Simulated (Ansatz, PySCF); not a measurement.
Reaction (SMILES): [SiH3]O[Si](Cl)Cl → [SiH2]O[SiH](Cl)Cl
Structures are relaxed separately at B3LYP-D3(BJ)/def2-TZVP in Ansatz (a program for electronic structure), one conformer each, not searched for the lowest. Frequencies are from Ansatz or PySCF.

Quantity: isomerisation energy (0 K, with B3LYP-D3(BJ) harmonic zero-point energies), in eV. Valence correlation only, unless marked. UHF or UKS for open shells. No spin-orbit coupling. Non-relativistic. CBS marks a two-point X^-3 extrapolation of the correlation energy; Hartree-Fock from the larger set.

| level | program | isomerisation energy (eV) |
|---|---|---|
| BHLYP/def2-TZVPD | Ansatz | -0.04 |
| r2SCANh-D4/def2-TZVPD | Ansatz + dftd4 | -0.03 |
| HSE06/def2-TZVPD | Ansatz | -0.03 |
| CAM-B3LYP-D3(BJ)/def2-TZVPD | Ansatz + dftd3 | -0.04 |
| CAM-B3LYP/def2-TZVPD | Ansatz | -0.04 |
| CCSD/6-31G | Ansatz | … |
| CCSD(T) with core electrons (1s frozen past Ne)/cc-pwCVTZ | Ansatz | -0.07 |
| CCSD(T)/CBS(cc-pV(T+d)Z,cc-pV(Q+d)Z) | Ansatz | -0.07 |

### Question
Complete the blanks.

### Answer

- CCSD/6-31G, isomerisation energy (eV): 0.11
